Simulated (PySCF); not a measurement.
Fill in the blanks.

C3H10N2OSi2.
SMILES: `C=N[SiH2][Si@H](N=C)OC`

Conformer (atom-mapped SMILES and torsion angles): `[CH2:1]=[N:2][SiH2:3][Si@H:4]([N:5]=[CH2:6])[O:7][CH3:8]`: C1–N2–Si3–Si4 -116°, N2–Si3–Si4–N5 -118°, Si3–Si4–N5–C6 100°, Si3–Si4–O7–C8 166°.

```csv
property,level,value
point group of the GFN2-xTB geometry,GFN2-xTB,C1
"rotational constants A, B, C of the GFN2-xTB geometry",GFN2-xTB,"2.019, 0.835, 0.669 GHz"
dipole moment,PBE0/pcSseg-1,1.44 D
HOMO energy,PBE0/pcSseg-1,?
LUMO energy,PBE0/pcSseg-1,?
13C chemical shifts (computed TMS as zero) by class,GIAO PBE0/pcSseg-1,"173.4 (1 C), 170.6 (1 C), 52.8 (1 C) ppm"
1H chemical shifts (computed TMS as zero) by class,GIAO PBE0/pcSseg-1,?
"isotropic shieldings of nuclei other than C and H, by class",GIAO PBE0/pcSseg-1,"-173 (1 N), -152 (1 N), 317 (1 O), 366 (1 Si), 396 (1 Si) ppm"
```

The electronic properties come from PySCF, for the isolated species, density fitting. NMR classes are plain means over equivalent atoms (diastereotopic ones count apart unless rotation or inversion swaps them), as if these changed places fast; in this geometry the members of some classes differ.

Question: What is the LUMO energy?

Answer: -1.09 eV.

Question: Give the HOMO energy.

Answer: -6.84 eV.

Question: What are the 1H chemical shifts (computed TMS as zero) by class?

Answer: 8.97 (1 H), 8.82 (1 H), 8.68 (1 H), 8.54 (1 H), 5.51 (1 H), 5.27 (1 H), 5.13 (1 H), 3.77 (3 H) ppm.

The dipole matches unit charges of opposite sign 0.30 Å apart (1 e·Å = 4.8032 D). A dipole of 1.44 D is allowed in C1, and pure rotational transitions are dipole-allowed. With B = h/(8π²I), that is 505.379 GHz u Å² over I, the principal moments of inertia are 250.3, 604.9 and 755.3 u Å² (most abundant isotopes). The rotational constants make it an asymmetric top with κ = (2B − A − C)/(A − C) = -0.75, nearer the prolate limit (−1).

One conformer stands for the species.
